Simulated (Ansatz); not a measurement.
A nudged elastic band was laid between two geometries of Al2ClH5O2 (10 atoms, charge 0, multiplicity 1).

Theory: RKS B3LYP/6-31G* (Ansatz).

- movable images: 9
- climbing image: yes
- spring: 5.0 eV/Å²
- optimiser: quadratic models (default)
- start path: through a guess of the saddle point
- force threshold: 0.05 eV/Å
- iteration limit: 60
- end points: relaxed

Image 0:

```xyz
10
Properties=species:S:1:pos:R:3
Al 0.038 0.217 0.367
Cl 0.438 -0.729 2.239
H 0.849 -0.245 -0.899
O -1.775 0.421 0.011
H -2.243 -0.065 -0.680
O -0.087 2.050 0.674
Al -1.928 2.284 0.299
H -2.207 2.989 -1.094
H -2.678 2.676 1.640
H 0.308 2.435 1.470
```

Image 10:

```xyz
10
Properties=species:S:1:pos:R:3
Al -0.501 0.269 -0.487
Cl 0.659 0.675 3.125
H 0.933 -0.059 -1.046
O -1.887 -0.666 -0.831
H -1.821 -1.479 -1.347
O -0.762 1.644 0.515
Al -1.726 3.068 0.640
H -2.396 3.617 -0.688
H -1.839 3.748 2.060
H 0.054 1.215 2.086
```

Question: Which bonds break or form, and what moves?

Answer: Bonds broken: Al1–Cl2, O4–Al7, O6–H10. Bonds formed: Cl2–H10. Al2ClH5O2 becomes Al2H4O2 + ClH.

Question: What energy profile does the band end with?

Answer: It converged. The highest image is number 8 of 0 to 10, 57.8 kcal/mol above the first end and 0.4 kcal/mol above the last; the last end lies 57.5 kcal/mol above the first. A vibrational analysis at the climbing image gives one clearly imaginary mode, 143i cm⁻¹: a first-order saddle point. The orbitals stay closed-shell, which can raise the energy where a bond breaks towards radicals; this wasn't checked here.

```csv
image,path coordinate (Å),energy (kcal/mol),Al1–Cl2 (Å),O4–Al7 (Å),O6–H10 (Å)
0,0.00,0.0,2.14,1.89,0.97
1,0.55,1.1,2.13,1.91,0.97
2,1.11,9.9,2.14,2.13,0.97
3,1.66,23.4,2.16,2.60,0.97
4,2.22,30.1,2.17,3.07,0.97
5,2.77,32.9,2.18,3.47,0.98
6,3.33,34.9,2.20,3.82,0.98
7,3.88,43.7,2.37,3.99,1.06
8,4.43,57.8,2.67,4.01,1.59
9,5.17,57.7,3.38,4.08,1.82
10,5.92,57.5,3.82,4.02,1.82
```

Question: What is the geometry of the highest image?

Answer: 
```xyz
10
Properties=species:S:1:pos:R:3:forces:R:3
Al -0.355 0.319 -0.191 0.00 0.00 0.00
Cl 0.528 -0.025 2.305 0.00 0.00 0.00
H 0.976 0.199 -1.025 0.00 0.00 0.00
O -1.723 -0.682 -0.436 -0.01 0.00 0.00
H -1.643 -1.522 -0.903 0.01 0.00 0.00
O -0.753 1.823 0.636 0.00 0.00 0.00
Al -1.794 3.196 0.588 0.00 0.00 0.00
H -2.448 3.596 -0.796 0.00 0.00 0.00
H -1.990 3.989 1.942 0.00 0.00 0.00
H -0.085 1.139 1.906 0.00 0.00 0.00
```

Question: What are the harmonic wavenumbers there?

Answer: 143i, 48, 75, 112, 124, 216, 265, 305, 458, 527, 587, 605, 618, 659, 690, 735, 804, 889, 971, 1916, 1964, 1973, 1987, 3846 cm⁻¹.

The band took 25 iterations and of the order of 19 core-minutes.

Time of the run: 10 min on 2 threads of Arm Neoverse V2 (shared host), peak memory 0.21 GiB.
